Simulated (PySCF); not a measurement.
C₄H₇F. Atoms are numbered in the order given.

```xyz
12

C      1.8914     0.5055    -0.0189
C      0.8842    -0.1046    -0.6625
C     -0.4237    -0.4817    -0.0206
C     -1.6213     0.2055    -0.6694
F     -0.4068    -0.1624     1.3377
H      1.8011     0.7531     1.0498
H      2.8269     0.7682    -0.5352
H      0.9703    -0.3604    -1.7337
H     -0.5527    -1.5896    -0.0927
H     -2.5600    -0.1033    -0.1694
H     -1.6923    -0.0590    -1.7433
H     -1.5155     1.3053    -0.5865
```

Geometry: PBE-D3(BJ)/def2-SVP. Other conformers were not sampled.

These are TDDFT-PBE/def2-SVPD (PySCF 2.14.0) values and carry that method's errors.

Vertical excitations. Gas-phase values at a fixed geometry.

```csv
state,energy (eV),λ (nm),f,main pairs
S1,6.55,189,0.087,"HOMO→LUMO+1 76 %, HOMO→LUMO 21 %"
S2,6.90,180,0.110,"HOMO−1→LUMO 29 %, HOMO→LUMO 29 %, HOMO−2→LUMO 22 %, HOMO→LUMO+1 17 %"
S3,7.02,177,0.052,"HOMO−1→LUMO 67 %, HOMO−2→LUMO 22 %"
S4,7.30,170,0.013,HOMO→LUMO+2 87 %
S5,7.56,164,0.052,"HOMO→LUMO+3 42 %, HOMO→LUMO+4 20 %, HOMO−2→LUMO 17 %, HOMO→LUMO 10 %"
S6,7.62,163,0.050,"HOMO→LUMO+3 55 %, HOMO→LUMO+4 30 %"
S7,7.83,158,0.084,"HOMO→LUMO+4 48 %, HOMO→LUMO 19 %, HOMO−2→LUMO 16 %"
S8,8.03,154,0.011,HOMO−1→LUMO+1 99 %
S9,8.14,152,0.004,HOMO−3→LUMO 95 %
S10,8.20,151,0.017,HOMO→LUMO+5 99 %
T1,4.41,281,0,HOMO→LUMO 97 %
T2,6.50,191,0,HOMO→LUMO+1 98 %
T3,6.66,186,0,HOMO−1→LUMO 99 %
T4,7.01,177,0,HOMO−2→LUMO 96 %
```
Triplets are in the Tamm–Dancoff approximation, which puts them higher than full response would, so one can lie above its singlet here.
